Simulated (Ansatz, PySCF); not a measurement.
Species: GaF₂ (charge 0, doublet). It need not be the lowest isomer of its formula. 
Structure (B3LYP-D3(BJ)/def2-TZVP (Ansatz, a program for electronic structure) minimum search):
SMILES: [F][Ga][F]
```xyz
3

Ga     0.3037     0.1198     0.0904
F     -0.6807     0.9328    -1.1359
F     -0.3656    -1.3455     0.8244
```
Charge 0, spin multiplicity 2.

Property: vertical ionisation energy (to the singlet state of charge +1; each state is the SCF solution reached for its spin), in eV. Cores are frozen in the correlated levels unless marked. UHF or UKS for open shells. Spin-orbit coupling is left out. Frozen are the shells of the preceding noble gas and the d and f shells that filled before the atom's block. No relativistic terms. CBS marks a two-point X^-3 extrapolation of the correlation energy; Hartree-Fock from the larger set. The bracket is a focal-point correction in the basis named.

| level | program | vertical ionisation energy (eV) | minus last row |
|---|---|---|---|
| HF/aug-cc-pVTZ | Ansatz | 10.28 | 0.14 |
| SVWN5/def2-TZVPD | Ansatz | 10.52 | 0.38 |
| PBE/def2-TZVPD | Ansatz | 10.27 | 0.13 |
| PBE0/def2-TZVPD | Ansatz | 10.47 | 0.33 |
| BHLYP/def2-TZVPD | Ansatz | 10.62 | 0.48 |
| CAM-B3LYP/def2-TZVPD | Ansatz | 10.68 | 0.54 |
| wB97M-V/def2-TZVPD | Ansatz | 10.41 | 0.27 |
| B2PLYP/def2-TZVPD | Ansatz | 10.29 | 0.15 |
| MP2/aug-cc-pVDZ | Ansatz | 10.08 | -0.06 |
| MP2/aug-cc-pVTZ | Ansatz | 10.04 | -0.10 |
| RI-MP2/aug-cc-pVTZ | Ansatz | 10.05 | -0.09 |
| SCS-MP2/aug-cc-pVDZ | Ansatz | 10.05 | -0.09 |
| CCSD(T)/aug-cc-pVDZ | Ansatz | 10.14 | 0.00 |
| RI-MP2/CBS(aug-cc-pVTZ,aug-cc-pVQZ)+[CCSD(T)-MP2]/aug-cc-pVDZ | Ansatz | 10.13 | -0.01 |
| RI-MP2/CBS(aug-cc-pVTZ,aug-cc-pVQZ)+[CCSD(T)-MP2]/aug-cc-pVTZ | Ansatz | 10.14 | 0.00 |

For comparison, minus the highest occupied orbital energy (PySCF): 6.76 eV at BP86/def2-TZVPD, 7.20 eV at TPSSh/def2-TZVPD, 7.66 eV at B3LYP/def2-TZVPD.
